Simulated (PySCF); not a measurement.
ClK, charge -1, doublet, at the geometry of the source list (a state made from the parent by changing its charge; the spin is typed, not shown lowest), with bond 1-2 at 1.5 times its length; PySCF with PBE0/6-31G*.

Input for PySCF:
```python
from pyscf import gto, scf, dft

mol = gto.M(
    atom='''
K    -1.58560000   -1.40040000   -1.48920000
Cl    0.79280000    0.70020000    0.74460000
''',
    basis='6-31g*',
    charge=-1,
    spin=1,
    verbose=4,
)

mf = dft.UKS(mol)
mf.xc = 'pbe0'
mf.kernel()
mo_i, mo_e, stable_i, stable_e = mf.stability(internal=True, external=False, return_status=True, nroots=6, tol=1e-6)
print('internally stable:', stable_i, ' externally stable:', stable_e)
if not stable_i:
    umf = mf.copy()
    umf.scf_summary = {}
    umf.kernel(umf.make_rdm1(mo_i, mf.mo_occ))
mf.analyze()
```

It wrote (shortened):

```
PySCF version 2.14.0

[INPUT] verbose = 4
[INPUT] num. atoms = 2
[INPUT] num. electrons = 37
[INPUT] charge = -1
[INPUT] spin (= nelec alpha-beta = 2S) = 1
[INPUT] symmetry False subgroup None
[INPUT] Mole.unit = angstrom
[INPUT] Symbol           X                Y                Z      unit          X                Y                Z       unit  Magmom
[INPUT]  1 K     -1.585600000000  -1.400400000000  -1.489200000000 AA   -2.996349743110  -2.646372464841  -2.814180144702 Bohr   0.0
[INPUT]  2 Cl     0.792800000000   0.700200000000   0.744600000000 AA    1.498174871555   1.323186232420   1.407090072351 Bohr   0.0

nuclear repulsion = 44.0456624854278
number of shells = 18
number of NR pGTOs = 126
number of NR cGTOs = 40
basis = 6-31g*
ecp = {}

******** <class 'pyscf.dft.uks.UKS'> ********
method = UKS
initial guess = minao
damping factor = 0
level_shift factor = 0
DIIS = <class 'pyscf.scf.diis.CDIIS'>
diis_start_cycle = 1
diis_space = 8
diis_damp = 0
SCF conv_tol = 1e-09
SCF conv_tol_grad = None
SCF max_cycles = 50
direct_scf = True
direct_scf_tol = 1e-13
number electrons alpha = 19  beta = 18
XC library pyscf.dft.libxc version 7.1.2
    S. Lehtola, C. Steigemann, M. J. T. Oliveira, and M. A. L. Marques,  SoftwareX 7, 1–5 (2018)
XC functionals = pbe0
    C. Adamo and V. Barone,  J. Chem. Phys. 110, 6158 (1999)
    M. Ernzerhof and G. E. Scuseria,  J. Chem. Phys. 110, 5029 (1999)
radial grids:
    Treutler-Ahlrichs [JCP 102, 346 (1995); DOI:10.1063/1.469408] (M4) radial grids

becke partition: Becke, JCP 88, 2547 (1988); DOI:10.1063/1.454033
pruning grids: <function nwchem_prune>
grids dens level: 3
symmetrized grids: False
atomic radii adjust function: <function treutler_atomic_radii_adjust>
small_rho_cutoff = 0
Set gradient conv threshold to 3.16228e-05
tot grids = 38920
init E= -1059.56821950332

cycle= 1 E= -1059.74650724985  delta_E= -0.178  |g|= 0.28  |ddm|= 0.605

cycle= 2 E= -1058.94055580849  delta_E= 0.806  |g|= 0.987  |ddm|= 1.79
cycle= 3 E= -1059.81902043518  delta_E= -0.878  |g|= 0.0316  |ddm|= 1.44
cycle= 4 E= -1059.82130016654  delta_E= -0.00228  |g|= 0.00961  |ddm|= 0.14
cycle= 5 E= -1059.82149753302  delta_E= -0.000197  |g|= 0.00292  |ddm|= 0.0425
cycle= 6 E= -1059.8215181717  delta_E= -2.06e-05  |g|= 0.000624  |ddm|= 0.0171
cycle= 7 E= -1059.82151929335  delta_E= -1.12e-06  |g|= 0.000118  |ddm|= 0.00548
cycle= 8 E= -1059.82151934181  delta_E= -4.85e-08  |g|= 2.19e-05  |ddm|= 0.00176
cycle= 9 E= -1059.82151934386  delta_E= -2.04e-09  |g|= 4.66e-06  |ddm|= 0.000388
cycle= 10 E= -1059.82151934393  delta_E= -7.32e-11  |g|= 4.02e-07  |ddm|= 8.32e-05
Extra cycle  E= -1059.82151934393  delta_E= -6.82e-13  |g|= 1.32e-07  |ddm|= 2.88e-06
converged SCF energy = -1059.82151934393  <S^2> = 0.75029336  2S+1 = 2.0002933
uhf_internal: lowest eigs of H = [0.10156574 0.10157645 0.13942103 0.18032946 0.18033875 0.18933597]
<class 'pyscf.dft.uks.UKS'> wavefunction is stable in the internal stability analysis
internally stable: True  externally stable: None
**** SCF Summaries ****
Total Energy =                       -1059.821519343933460
Nuclear Repulsion Energy =              44.045662485427812
One-electron Energy =                -1554.790379811980984
Two-electron Energy =                  450.923197982619797
Two-electron Coulomb Energy =          512.505589420058413
DFT Exchange-Correlation Energy =      -61.582391437438602
**** MO energy ****
                             alpha | beta                alpha | beta
MO #1   energy= -129.867394588691  | -129.866992036749  occ= 1 | 1
MO #2   energy= -101.407588487359  | -101.407538662248  occ= 1 | 1
MO #3   energy= -13.1878887423815  | -13.1873452760353  occ= 1 | 1
MO #4   energy= -10.4998983355888  | -10.4995746338751  occ= 1 | 1
MO #5   energy= -10.4998983300076  | -10.4995746286313  occ= 1 | 1
MO #6   energy= -10.4995460114054  | -10.499088312362   occ= 1 | 1
MO #7   energy= -9.23267239937981  | -9.23262232000306  occ= 1 | 1
MO #8   energy= -6.96291047132339  | -6.96267172905385  occ= 1 | 1
MO #9   energy= -6.96171206180432  | -6.96172398806964  occ= 1 | 1
MO #10  energy= -6.96170831321648  | -6.96172024757392  occ= 1 | 1
MO #11  energy= -1.30473764519566  | -1.30279671539791  occ= 1 | 1
MO #12  energy= -0.659315874597573 | -0.657537057829984 occ= 1 | 1
MO #13  energy= -0.6593158523234   | -0.657537029475313 occ= 1 | 1
MO #14  energy= -0.654861975092481 | -0.652909869192241 occ= 1 | 1
MO #15  energy= -0.521977939027606 | -0.521662734836102 occ= 1 | 1
MO #16  energy= -0.066651306303984 | -0.0653433824260232 occ= 1 | 1
MO #17  energy= -0.0592351756406063 | -0.0593269010309699 occ= 1 | 1
MO #18  energy= -0.0592325668179349 | -0.0593243111003546 occ= 1 | 1
MO #19  energy= -0.000462913649381891 | 0.0619036743873764 occ= 1 | 0
MO #20  energy= 0.0773381290081051 | 0.0986244723069125 occ= 0 | 0
MO #21  energy= 0.0773395079827964 | 0.0986248459824874 occ= 0 | 0
MO #22  energy= 0.102511803102193  | 0.121165587620165  occ= 0 | 0
MO #23  energy= 0.132589980402651  | 0.148736979988968  occ= 0 | 0
MO #24  energy= 0.15139901437188   | 0.165513624799759  occ= 0 | 0
MO #25  energy= 0.151400464294134  | 0.165514073629133  occ= 0 | 0
MO #26  energy= 0.184388986100631  | 0.194562433461244  occ= 0 | 0
MO #27  energy= 0.373882125498739  | 0.379901915365022  occ= 0 | 0

To work with the spin densities directly, `use mulliken_meta_spin()` only printing them here.

 ** Mulliken spin pop alpha/beta on meta-lowdin orthogonal AOs **
 ** Mulliken Spin Density (per AO)  **
spin_pop of  0 K 1s        0.00000
spin_pop of  0 K 2s        0.00003
spin_pop of  0 K 3s        0.00028
spin_pop of  0 K 4s        0.78108
spin_pop of  0 K 5s        0.01790
spin_pop of  0 K 2px       0.00000
spin_pop of  0 K 2py      -0.00000
spin_pop of  0 K 2pz      -0.00000
spin_pop of  0 K 3px      -0.00001
spin_pop of  0 K 3py      -0.00001
spin_pop of  0 K 3pz      -0.00001
spin_pop of  0 K 4px       0.06650
spin_pop of  0 K 4py       0.05221
spin_pop of  0 K 4pz       0.05884
spin_pop of  0 K 5px       0.00024
spin_pop of  0 K 5py       0.00020
spin_pop of  0 K 5pz       0.00022
spin_pop of  0 K 3dxy     -0.00000
spin_pop of  0 K 3dyz     -0.00000
spin_pop of  0 K 3dz^2    -0.00000
spin_pop of  0 K 3dxz     -0.00000
spin_pop of  0 K 3dx2-y2   -0.00000
spin_pop of  1 Cl 1s        0.00000
spin_pop of  1 Cl 2s       -0.00000
spin_pop of  1 Cl 3s        0.00343
spin_pop of  1 Cl 4s        0.00459
spin_pop of  1 Cl 2px       0.00000
spin_pop of  1 Cl 2py       0.00000
spin_pop of  1 Cl 2pz       0.00000
spin_pop of  1 Cl 3px       0.00454
spin_pop of  1 Cl 3py       0.00319
spin_pop of  1 Cl 3pz       0.00381
spin_pop of  1 Cl 4px       0.00112
spin_pop of  1 Cl 4py       0.00088
spin_pop of  1 Cl 4pz       0.00099
spin_pop of  1 Cl 3dxy      0.00000
spin_pop of  1 Cl 3dyz      0.00000
spin_pop of  1 Cl 3dz^2     0.00000
spin_pop of  1 Cl 3dxz      0.00000
spin_pop of  1 Cl 3dx2-y2    0.00000
 ** Mulliken Spin Density (per atom)  **
spin density of  0 K =      0.97744
spin density of  1 Cl =      0.02256
 ** Mulliken pop alpha/beta on meta-lowdin orthogonal AOs **
 ** Mulliken pop       alpha | beta **
pop of  0 K 1s        1.00000 | 1.00000
pop of  0 K 2s        0.99999 | 0.99996
pop of  0 K 3s        0.99993 | 0.99965
pop of  0 K 4s        0.81345 | 0.03236
pop of  0 K 5s        0.01907 | 0.00117
pop of  0 K 2px       1.00000 | 1.00000
pop of  0 K 2py       1.00000 | 1.00000
pop of  0 K 2pz       1.00000 | 1.00000
pop of  0 K 3px       0.99998 | 0.99999
pop of  0 K 3py       0.99998 | 0.99999
pop of  0 K 3pz       0.99998 | 0.99999
pop of  0 K 4px       0.07011 | 0.00361
pop of  0 K 4py       0.05587 | 0.00367
pop of  0 K 4pz       0.06248 | 0.00364
pop of  0 K 5px       0.00155 | 0.00131
pop of  0 K 5py       0.00125 | 0.00105
pop of  0 K 5pz       0.00139 | 0.00117
pop of  0 K 3dxy      0.00023 | 0.00024
pop of  0 K 3dyz      0.00021 | 0.00021
pop of  0 K 3dz^2     0.00008 | 0.00009
pop of  0 K 3dxz      0.00026 | 0.00026
pop of  0 K 3dx2-y2    0.00009 | 0.00009
pop of  1 Cl 1s        1.00000 | 1.00000
pop of  1 Cl 2s        0.99995 | 0.99995
pop of  1 Cl 3s        0.99745 | 0.99403
pop of  1 Cl 4s        0.00540 | 0.00081
pop of  1 Cl 2px       0.99998 | 0.99998
pop of  1 Cl 2py       0.99998 | 0.99998
pop of  1 Cl 2pz       0.99998 | 0.99998
pop of  1 Cl 3px       0.98600 | 0.98146
pop of  1 Cl 3py       0.98721 | 0.98403
pop of  1 Cl 3pz       0.98665 | 0.98284
pop of  1 Cl 4px       0.00395 | 0.00283
pop of  1 Cl 4py       0.00370 | 0.00282
pop of  1 Cl 4pz       0.00381 | 0.00282
pop of  1 Cl 3dxy      0.00001 | 0.00001
pop of  1 Cl 3dyz      0.00001 | 0.00001
pop of  1 Cl 3dz^2     0.00000 | 0.00000
pop of  1 Cl 3dxz      0.00001 | 0.00001
pop of  1 Cl 3dx2-y2    0.00001 | 0.00000
In total            19.00000 | 18.00000
 ** Mulliken atomic charges   ( Nelec_alpha | Nelec_beta ) **
charge of  0K =     -0.07432  (    10.02588      9.04844 )
charge of  1Cl =     -0.92568  (     8.97412      8.95156 )

WARN: System has nonzero charge -1; the dipole moment is origin-dependent.
Location of origin: [0. 0. 0.]

Dipole moment(X, Y, Z, Debye):  1.45663,  1.28644,  1.36813
```
